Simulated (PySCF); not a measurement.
H$_{2}$O$_{4}$W, charge +1, doublet, geometry from GFN2-xTB (such geometries of metal compounds can be far from the true shape) (the multiplicity is a formal guess) (core potentials on W), with bond 7-6 at 1.8 times its length; PBE0/def2-SV(P) (PySCF).

The PySCF input:
```python
from pyscf import gto, scf, dft

mol = gto.Mole()
mol.atom = '''
    W     0.02692028    0.00009968    0.00389388
    O     1.17941010    0.80068173   -1.00729872
    O     0.85142088   -0.79316211    1.30104822
    O    -0.83716365   -1.25043324   -0.98233759
    H    -1.21037966   -1.96927897   -1.53170850
    O    -1.09025195    1.24329653    0.70354659
    H    -2.02407739    2.53127368    1.46017020
'''
mol.basis = 'def2-sv(p)'
mol.ecp = {'W': 'def2-sv(p)'}
mol.charge = 1
mol.spin = 1
mol.verbose = 4
mol.build()

mf = dft.UKS(mol)
mf.xc = 'pbe0'
mf.kernel()
mo_i, mo_e, stable_i, stable_e = mf.stability(internal=True, external=False, return_status=True, nroots=6, tol=1e-6)
print('internally stable:', stable_i, ' externally stable:', stable_e)
if not stable_i:
    umf = mf.copy()
    umf.scf_summary = {}
    umf.kernel(umf.make_rdm1(mo_i, mf.mo_occ))
```

It wrote (shortened):

```
PySCF version 2.14.0

[INPUT] verbose = 4
[INPUT] num. atoms = 7
[INPUT] num. electrons = 47
[INPUT] charge = 1
[INPUT] spin (= nelec alpha-beta = 2S) = 1
[INPUT] symmetry False subgroup None
[INPUT] Mole.unit = angstrom
[INPUT] Symbol           X                Y                Z      unit          X                Y                Z       unit  Magmom
[INPUT]  1 W      0.026920280000   0.000099680000   0.003893880000 AA    0.050871956397   0.000188367900   0.007358366762 Bohr   0.0
[INPUT]  2 O      1.179410100000   0.800681730000  -1.007298720000 AA    2.228762077546   1.513069182643  -1.903518706425 Bohr   0.0
[INPUT]  3 O      0.851420880000  -0.793162110000   1.301048220000 AA    1.608952279936  -1.498859160282   2.458624810653 Bohr   0.0
[INPUT]  4 O     -0.837163650000  -1.250433240000  -0.982337590000 AA   -1.582010019941  -2.362976360653  -1.856349006965 Bohr   0.0
[INPUT]  5 H     -1.210379660000  -1.969278970000  -1.531708500000 AA   -2.287286064144  -3.721397916166  -2.894509567668 Bohr   0.0
[INPUT]  6 O     -1.090251950000   1.243296530000   0.703546590000 AA   -2.060277592273   2.349489933322   1.329510370972 Bohr   0.0
[INPUT]  7 H     -2.024077390000   2.531273680000   1.460170200000 AA   -3.824951922024   4.783414001520   2.759321773251 Bohr   0.0

nuclear repulsion = 222.015575602996
number of shells = 39
number of NR pGTOs = 154
number of NR cGTOs = 85
basis = def2-sv(p)
ecp = {'W': 'def2-sv(p)'}

******** <class 'pyscf.dft.uks.UKS'> ********
method = UKS
initial guess = minao
damping factor = 0
level_shift factor = 0
DIIS = <class 'pyscf.scf.diis.CDIIS'>
diis_start_cycle = 1
diis_space = 8
diis_damp = 0
SCF conv_tol = 1e-09
SCF conv_tol_grad = None
SCF max_cycles = 50
direct_scf = True
direct_scf_tol = 1e-13
number electrons alpha = 24  beta = 23
XC library pyscf.dft.libxc version 7.1.2
    S. Lehtola, C. Steigemann, M. J. T. Oliveira, and M. A. L. Marques,  SoftwareX 7, 1–5 (2018)
XC functionals = pbe0
    C. Adamo and V. Barone,  J. Chem. Phys. 110, 6158 (1999)
    M. Ernzerhof and G. E. Scuseria,  J. Chem. Phys. 110, 5029 (1999)
radial grids:
    Treutler-Ahlrichs [JCP 102, 346 (1995); DOI:10.1063/1.469408] (M4) radial grids

becke partition: Becke, JCP 88, 2547 (1988); DOI:10.1063/1.454033
pruning grids: <function nwchem_prune>
grids dens level: 3
symmetrized grids: False
atomic radii adjust function: <function treutler_atomic_radii_adjust>
small_rho_cutoff = 0
Set gradient conv threshold to 3.16228e-05
tot grids = 100256
init E= -356.027126463053

cycle= 1 E= -367.636527258044  delta_E= -11.6  |g|= 1.11  |ddm|= 5.18
cycle= 2 E= -359.143799951983  delta_E= 8.49  |g|= 3.88  |ddm|= 3.56
cycle= 3 E= -367.677822883217  delta_E= -8.53  |g|= 1.04  |ddm|= 3.29
cycle= 4 E= -368.133648879184  delta_E= -0.456  |g|= 0.36  |ddm|= 0.967
cycle= 5 E= -368.185157891505  delta_E= -0.0515  |g|= 0.15  |ddm|= 0.331
cycle= 6 E= -368.188654552044  delta_E= -0.0035  |g|= 0.15  |ddm|= 0.191
cycle= 7 E= -368.197198594422  delta_E= -0.00854  |g|= 0.0913  |ddm|= 0.101
cycle= 8 E= -368.203732764103  delta_E= -0.00653  |g|= 0.0562  |ddm|= 0.18
cycle= 9 E= -368.206969592048  delta_E= -0.00324  |g|= 0.0374  |ddm|= 0.141
cycle= 10 E= -368.208672666579  delta_E= -0.0017  |g|= 0.0222  |ddm|= 0.0923
cycle= 11 E= -368.20958650862  delta_E= -0.000914  |g|= 0.0147  |ddm|= 0.0773
cycle= 12 E= -368.210209933095  delta_E= -0.000623  |g|= 0.00665  |ddm|= 0.0706
cycle= 13 E= -368.210415835649  delta_E= -0.000206  |g|= 0.0101  |ddm|= 0.0445
cycle= 14 E= -368.21057260957  delta_E= -0.000157  |g|= 0.0084  |ddm|= 0.0652
cycle= 15 E= -368.210595684251  delta_E= -2.31e-05  |g|= 0.0029  |ddm|= 0.0209
cycle= 16 E= -368.210623964044  delta_E= -2.83e-05  |g|= 0.00302  |ddm|= 0.0146
cycle= 17 E= -368.210647161584  delta_E= -2.32e-05  |g|= 0.00285  |ddm|= 0.0167
cycle= 18 E= -368.210657027517  delta_E= -9.87e-06  |g|= 0.000784  |ddm|= 0.00837
cycle= 19 E= -368.210663509606  delta_E= -6.48e-06  |g|= 0.000734  |ddm|= 0.00668
cycle= 20 E= -368.210667775406  delta_E= -4.27e-06  |g|= 0.000605  |ddm|= 0.00637
cycle= 21 E= -368.210669931262  delta_E= -2.16e-06  |g|= 0.000465  |ddm|= 0.00506
cycle= 22 E= -368.21067055782  delta_E= -6.27e-07  |g|= 0.000249  |ddm|= 0.00222
cycle= 23 E= -368.210670960519  delta_E= -4.03e-07  |g|= 0.000153  |ddm|= 0.00241
cycle= 24 E= -368.210671086414  delta_E= -1.26e-07  |g|= 0.000147  |ddm|= 0.0018
cycle= 25 E= -368.210671084066  delta_E= 2.35e-09  |g|= 0.0001  |ddm|= 0.000426
cycle= 26 E= -368.210671096812  delta_E= -1.27e-08  |g|= 7.21e-05  |ddm|= 0.00036
cycle= 27 E= -368.210671105899  delta_E= -9.09e-09  |g|= 4.58e-05  |ddm|= 0.000634
cycle= 28 E= -368.210671108287  delta_E= -2.39e-09  |g|= 1.75e-05  |ddm|= 0.000176
cycle= 29 E= -368.210671109439  delta_E= -1.15e-09  |g|= 1.68e-05  |ddm|= 8.66e-05
cycle= 30 E= -368.21067111037  delta_E= -9.31e-10  |g|= 1.22e-05  |ddm|= 0.000124
Extra cycle  E= -368.210671110059  delta_E= 3.11e-10  |g|= 3.7e-05  |ddm|= 4.24e-05
converged SCF energy = -368.210671110059  <S^2> = 0.82154534  2S+1 = 2.0703095
uhf_internal: lowest eigs of H = [0.04490095 0.06201196 0.06392979 0.07734444 0.12049553 0.12800857]
<class 'pyscf.dft.uks.UKS'> wavefunction is stable in the internal stability analysis
internally stable: True  externally stable: None
```
